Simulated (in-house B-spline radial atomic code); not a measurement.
## BP86 excitations of Si4+

Method: BP86. Computed with an all-electron radial atomic-structure program (B-spline basis): linear response of the closed shell [He] 2s2 2p6 with the functional's adiabatic kernel; non-relativistic, point nucleus, no spin-orbit coupling, no double excitations, S, P, D and F terms only. Only terms of natural parity with L up to 3 were computed.

Command:
```bash
python run_td.py task.json out
```
Settings (radii: box in bohr, nucleus in fm):
```
Z                        14
electrons                10
configuration            [He] 2s2 2p6
hamiltonian              nr
method                   b88,p86
box_radius               19.1
intervals                51
```

Run time, properties included: 0.1 s on 1 thread of Intel(R) Xeon(R) 6975P-C (Granite Rapids), on a shared host.

The lowest states, in the order of their Tamm-Dancoff energies; the method's threshold (minus the highest occupied level) is 148.64 eV. Labels give the largest channel, * marks a mixed state, and oscillator strengths are full-response dipole values. Semilocal kernels can invert the small singlet-triplet splittings of Rydberg terms. Energies in eV:

| state | full response | Tamm-Dancoff | oscillator strength |
| --- | --- | --- | --- |
| 2p → 3s 3P | 98.64 | 98.65 | - |
| 2p → 3s 1P | 99.49 | 99.51 | 0.2 |
| 2p → 3p 3S | 107.08 | 107.11 | - |
| 2p → 3p 3D | 107.68 | 107.69 | - |
| 2p → 3p 1D | 108.27 | 108.27 | - |
| 2p → 3p 1S | ? | ? | - |
| 2p → 3d 3P | 119.56 | 119.57 | - |
| 2p → 3d 3F | 119.59 | 119.59 | - |
| 2p → 3d 1F | ? | ? | - |
| 2p → 3d 1P | 121.10 | 121.16 | 0.795 |
| 2p → 4s 3P | 126.00 | 126.00 | - |
| 2p → 4s 1P | 126.23 | 126.24 | 0.033 |
| 2p → 4p 3S | 128.91 | 128.92 | - |
| 2p → 4p 3D | 129.09 | 129.09 | - |
| 2p → 4p 1D | 129.27 | 129.27 | - |
| 2p → 4p 1S | 130.62 | 130.74 | - |

Problem. Where does 2p → 3p 1S lie?

Solution. At 112.57 eV in full response, 112.95 eV in Tamm-Dancoff.

Problem. Where does 2p → 3d 1F lie?

Solution. At 119.82 eV in full response, 119.82 eV in Tamm-Dancoff.

Problem. How large is the singlet-triplet splitting of 2p → 3s (P terms) in Tamm-Dancoff?

Solution. 0.859 eV, from the unrounded values.

Problem. What polarisabilities and dispersion coefficient does the method give?

Solution. Dipole 0.1708 bohr³, quadrupole 0.1123 bohr⁵, C6 0.1275 hartree·bohr⁶ for two such species.
